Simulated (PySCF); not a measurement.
C6H10OS.
Numbering: `[CH3:1][S:2]/[C:3]([CH3:4])=[CH:5]/[C:6]([CH3:7])=[O:8]` (hydrogens: H9, H10, H11 on C1; H12, H13, H14 on C4; H15 on C5; H16, H17, H18 on C7)

The same species was optimised twice, with GFN2-xTB and with PBE0-D3(BJ)/def2-SVP (PySCF), and the same property calculations (PySCF, gas phase) were run on both structures.

```
     coordinate  GFN2-xTB  PBE0-D3(BJ)/def2-SVP  change
      C1–S2 (Å)     1.815                 1.796  -0.019
      C5–C6 (Å)     1.458                 1.470  +0.012
      C3=C5 (Å)     1.347                 1.358  +0.011
      C3–C4 (Å)     1.489                 1.499  +0.010
      S2–C3 (Å)     1.750                 1.742  -0.008
      C6=O8 (Å)     1.215                 1.218  +0.003
      C6–C7 (Å)     1.516                 1.513  -0.003
   C5–C6–C7 (°)     113.5                 115.3    +1.8
   C5–C6–O8 (°)     124.7                 123.8    -0.9
   C7–C6–O8 (°)     121.8                 120.9    -0.9
   C1–S2–C3 (°)     105.3                 104.5    -0.8
   S2–C3–C4 (°)     111.9                 111.3    -0.6
   C4–C3–C5 (°)     124.2                 124.6    +0.4
   S2–C3–C5 (°)     123.9                 124.1    +0.2
   C3–C5–C6 (°)     123.8                 123.9    +0.1
C1–S2–C3–C4 (°)      -179                   180      -1
C3–C5–C6–C7 (°)      -179                  -179       0
```

Rotational constants: A = 3000, B = 1001, C = 761.5 MHz (GFN2-xTB) against A = 3008, B = 994.5, C = 758.1 MHz (PBE0-D3(BJ)/def2-SVP).

On the GFN2-xTB structure: HOMO (eV) -6.62 [PBE0/pcSseg-1]; LUMO (eV) -1.26 [PBE0/pcSseg-1]; dipole (D) 3.66 [PBE0/pcSseg-1]; GIAO shielding of C1 (ppm) 166.8 [PBE0/pcSseg-1]; GIAO shielding of S2 (ppm) 447.0 [PBE0/pcSseg-1]; GIAO shielding of C3 (ppm) 12.8 [PBE0/pcSseg-1]; GIAO shielding of C4 (ppm) 159.9 [PBE0/pcSseg-1]; GIAO shielding of C5 (ppm) 69.7 [PBE0/pcSseg-1]; GIAO shielding of C6 (ppm) -8.7 [PBE0/pcSseg-1]; GIAO shielding of C7 (ppm) 152.6 [PBE0/pcSseg-1]; GIAO shielding of O8 (ppm) -292.9 [PBE0/pcSseg-1].

What do these properties become on the PBE0-D3(BJ)/def2-SVP structure?

```
                                    property          level  on GFN2-xTB  on PBE0-D3(BJ)/def2-SVP  change
                                   HOMO (eV)  PBE0/pcSseg-1        -6.62                    -6.60   +0.02
                                   LUMO (eV)  PBE0/pcSseg-1        -1.26                    -1.28   -0.02
                                  dipole (D)  PBE0/pcSseg-1         3.66                     3.62   -0.04
energy, GFN2-xTB geometry as zero (kcal/mol)  PBE0/pcSseg-1          0.0                     -0.5    -0.5
                  GIAO shielding of C1 (ppm)  PBE0/pcSseg-1        166.8                    165.8    -1.0
                  GIAO shielding of S2 (ppm)  PBE0/pcSseg-1        447.0                    452.0    +5.0
                  GIAO shielding of C3 (ppm)  PBE0/pcSseg-1         12.8                     12.1    -0.7
                  GIAO shielding of C4 (ppm)  PBE0/pcSseg-1        159.9                    157.6    -2.3
                  GIAO shielding of C5 (ppm)  PBE0/pcSseg-1         69.7                     68.1    -1.6
                  GIAO shielding of C6 (ppm)  PBE0/pcSseg-1         -8.7                     -9.7    -1.0
                  GIAO shielding of C7 (ppm)  PBE0/pcSseg-1        152.6                    151.5    -1.1
                  GIAO shielding of O8 (ppm)  PBE0/pcSseg-1       -292.9                   -301.2    -8.3
```

The heavy atoms differ by 0.023 Å rms after alignment. Among bonds between heavy atoms C1–S2 changes most (-0.019 Å). Changes are differences of the printed values. Neither structure is proved a minimum here.

Conformer computed: `[CH3:1][S:2]/[C:3]([CH3:4])=[CH:5]/[C:6]([CH3:7])=[O:8]`: C1–S2–C3–C4 180°, C3–C5–C6–C7 -179°.
